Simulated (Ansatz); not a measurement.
Stepwise reaction of `B[SiH2]F` with water, as a gas-phase model of exchange steps in deposition or etching. ΔE in kJ/mol; ΔG adds harmonic PBE0-D4 terms to CCSD(T)/CBS, at 1 bar.

Calculated with Ansatz (gas phase, PBE0-D4/def2-TZVP geometries, no zero-point term in ΔE). CCSD(T)/CBS is the MP2 limit (def2-TZVPP, def2-QZVPP) plus CCSD(T) − MP2 in def2-TZVPP, frozen cores. This one scheme is used for every species. DFT in def2-TZVPP. B3LYP here is the variant with VWN-RPA as its local correlation; programs differ in this. One conformer a species, not always the lowest.

```
step                                 reaction  PBE-D4  B3LYP-D4  ωB97M-V  CCSD(T)/CBS  ΔG(400 K)
   2  `B[SiH](O)F` + H₂O → `OB[SiH](O)F` + H₂  -133.9    -131.3   -129.5       -123.0     -118.0
```

Give the row of step 1, `B[SiH2]F` + H₂O → `B[SiH](O)F` + H₂. (Estimate.)

The calculation gave: 
```csv
step,reaction,PBE-D4,B3LYP-D4,ωB97M-V,CCSD(T)/CBS,ΔG(400 K)
1,`B[SiH2]F` + H₂O → `B[SiH](O)F` + H₂,-80.2,-86.4,-87.3,-84.6,-83.8
```

By hand: ΔE of the 2 steps together at CCSD(T)/CBS.

(-84.6) + (-123.0) = -207.6 kJ/mol, or -103.8 kJ/mol a step.

In ΔE each step is lower than the one before. All are downhill at CCSD(T)/CBS. ΔG lies between -118.0 and -83.8 kJ/mol a step. PBE-D4 differs from CCSD(T)/CBS by -10.9 to 4.4 kJ/mol a step. Isolated molecules leave out the surface, adducts and barriers. Largest T1 diagnostic: 0.013.
